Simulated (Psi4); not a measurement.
Psi4 input (wB97X-D/6-31G*):

```
memory 1500 MB

molecule {
-1 1
C     1.83374100   -0.83053300    0.19406900
Si    0.13635000   -0.23992200   -0.46785500
C    -0.99699900   -1.77310300   -0.27597200
Si   -0.52119000    1.81168900    0.49333000
H     1.77806000   -0.98501200    1.27584800
H     2.15831300   -1.76947900   -0.26612300
H     2.60125000   -0.07435900    0.01126400
H     0.34989000   -0.15624000   -1.96247100
H    -1.97712400   -1.57656200   -0.71744500
H    -0.57918400   -2.67076900   -0.74704300
H    -1.15473300   -1.98338900    0.78565500
H    -0.86262100    1.12315600    1.82725400
H    -1.94655700    1.70974100   -0.07216700
symmetry c1
no_reorient
no_com
}

set {
  basis 6-31G*
  reference rks
  scf_type pk
  dft_radial_points 99
  dft_spherical_points 590
  e_convergence 1e-8
  d_convergence 1e-7
  maxiter 150
}

e = energy('wb97x-d')
print_out(f'\nFINAL {e:.10f} DIPOLE {variable("CURRENT DIPOLE")[0]:.6f} {variable("CURRENT DIPOLE")[1]:.6f} {variable("CURRENT DIPOLE")[2]:.6f}\n')
```

From the output:

```
      65A      1.194393    66A      1.245516    67A      1.261615
      68A      1.373957    69A      1.421361    70A      1.464157
      71A      1.506870    72A      1.518767    73A      1.927639
      74A      1.953214    75A      2.000837    76A      2.020659
      77A      2.352180    78A      2.459019    79A      2.512060
      80A      2.516148    81A      2.521294    82A      2.528773
      83A      3.204818    84A      3.314128    85A      4.421278
      86A      4.467077

    Final Occupation by Irrep:
              A
    DOCC [    25 ]
    NA   [    25 ]
    NB   [    25 ]

  @RKS Final Energy:  -660.56536672647655

   => Energetics <=

    Nuclear Repulsion Energy =            206.6042178617091167
    One-Electron Energy =               -1331.1077377023011650
    Two-Electron Energy =                 503.8458766799921023
    DFT Exchange-Correlation Energy =     -39.9024044966241931
    Empirical Dispersion Energy =          -0.0053190692523439
    VV10 Nonlocal Energy =                  0.0000000000000000
    Total Energy =                       -660.5653667264765545

Computation Completed

Properties will be evaluated at   0.000000,   0.000000,   0.000000 [a0]

Properties computed using the SCF density matrix

 Multipole Moments:

 ------------------------------------------------------------------------------------
     Multipole            Electronic (a.u.)      Nuclear  (a.u.)        Total (a.u.)
 ------------------------------------------------------------------------------------

 L = 1.  Multiply by 2.5417464519 to convert [e a0] to [Debye]
 Dipole X            :          0.5629249           -0.0000265            0.5628984
 Dipole Y            :         -2.3669044            0.0000170           -2.3668874
 Dipole Z            :         -0.3444276            0.0000076           -0.3444200
 Magnitude           :                                                    2.4571601

 ------------------------------------------------------------------------------------

FINAL -660.5653667265 DIPOLE 0.562898 -2.366887 -0.344420

*** Psi4 exiting successfully. Buy a developer a beer!
```

The dipole moment of an ion depends on the origin.

The geometry given is a B3LYP-D3(BJ)/def2-TZVP minimum.
